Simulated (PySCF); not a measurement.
**Low-lying terms of W⁶⁺ (tungsten, charge +6)**

Ground state [Xe] 4f14, ¹S. All numbers are calculated (PySCF 2.14, scalar relativity through the core potential, in aug-cc-pVTZ-PP with one added diffuse shell each of s, p, d, f, g type with ECP60MDF (7s7p6d4f3g, 113 functions)). Vertical excitation energies in eV without spin-orbit coupling; excited terms of each kind are numbered among those the solver found.

```json
{"term": "1 3P°", "leading excitation": "5p → d", "TDA-PBE": "42.628", "TD-PBE": "42.550"}
{"term": "1 3F°", "leading excitation": "5p → d", "TDA-PBE": "43.053", "TD-PBE": "42.978"}
{"term": "1 3D°", "leading excitation": "5p → d", "TDA-PBE": "44.992", "TD-PBE": "44.992"}
{"term": "1 1D°", "leading excitation": "5p → d", "TDA-PBE": "44.992", "TD-PBE": "44.992"}
{"term": "1 1F°", "leading excitation": "5p → d", "TDA-PBE": "45.776", "TD-PBE": "45.764"}
{"term": "1 1P°", "leading excitation": "5p → d", "TDA-PBE": "56.284", "TD-PBE": "55.060"}
{"term": "1 3S", "leading excitation": "5p → p", "TDA-PBE": "66.141", "TD-PBE": "66.125"}
{"term": "1 3D", "leading excitation": "5p → p", "TDA-PBE": "66.721", "TD-PBE": "66.715"}
{"term": "1 1D", "leading excitation": "5p → p", "TDA-PBE": "67.182", "TD-PBE": "67.180"}
{"term": "1 1P", "leading excitation": "5p → p", "TDA-PBE": "67.211", "TD-PBE": "67.211"}
{"term": "1 3P", "leading excitation": "5p → p", "TDA-PBE": "67.211", "TD-PBE": "67.211"}
{"term": "1 1S", "leading excitation": "5p → p", "TDA-PBE": "69.577", "TD-PBE": "69.478"}
{"term": "2 3D", "leading excitation": "5p → f", "TDA-PBE": "78.431", "TD-PBE": "78.401"}
{"term": "1 1G", "leading excitation": "5p → f", "TDA-PBE": "79.316", "TD-PBE": "79.315"}
```

Where a singlet and its triplet coincide, the exchange integral that splits them vanishes by symmetry for a single excitation; correlation beyond this level separates them.

Oscillator strength of the first ¹S → ¹P° line: TDA-PBE 3.48, TD-PBE 5.63.

The spin-orbit splitting of the hole, absent here, rivals or exceeds the spacing of these terms, so the LS terms are model states.

The 4f shell lies in the core potential, so 4f excitations, among the lowest in this ion, cannot appear.

The solver can miss terms.
